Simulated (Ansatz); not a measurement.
Start from `C[O][Ge]([CH3])([NH2])[F]` and change one atom or group to get `[CH3][Ge]([NH2])([F])[SH]`.

Ansatz, PBE0-D4/def2-TZVP geometries, multiplicity 1. Each molecule was computed in one conformer, which needn't be the lowest.

Scalar relativity is left out up to krypton.

```
                                        property  `C[O][Ge]([CH3])([NH2])[F]`
           HOMO–LUMO gap (B3LYP/def2-TZVPP) / eV                         7.65
             HOMO energy (B3LYP/def2-TZVPP) / eV                        -7.53
size of the dipole moment (B3LYP/def2-TZVPP) / D                         1.43
  size of the dipole moment (PBE/def2-TZVPP) / D                         1.39
               LUMO energy (PBE/def2-TZVPP) / eV                        -0.41
             HOMO–LUMO gap (PBE/def2-TZVPP) / eV                         5.81
```

**Question.** What does the change do to each property? (An estimate is asked.)

**Answer.** Computed: 
| property | `[CH3][Ge]([NH2])([F])[SH]` | shift |
| --- | --- | --- |
| HOMO–LUMO gap (B3LYP/def2-TZVPP) / eV | 7.28 | -0.37 |
| HOMO energy (B3LYP/def2-TZVPP) / eV | -7.38 | 0.15 |
| size of the dipole moment (B3LYP/def2-TZVPP) / D | 3.54 | 2.11 |
| size of the dipole moment (PBE/def2-TZVPP) / D | 3.42 | 2.03 |
| LUMO energy (PBE/def2-TZVPP) / eV | -0.64 | -0.23 |
| HOMO–LUMO gap (PBE/def2-TZVPP) / eV | 5.59 | -0.22 |

With PBE0 the HOMO rises by 0.14 eV and the LUMO falls by 0.25 eV, so the gap narrows by about 0.39 eV. PBE moves the HOMO by -0.01 eV and ωB97M-V by 0.31 eV. Dipoles are sizes alone; their direction can turn.

B3LYP here is the variant with VWN-RPA as its local correlation; programs differ in this.
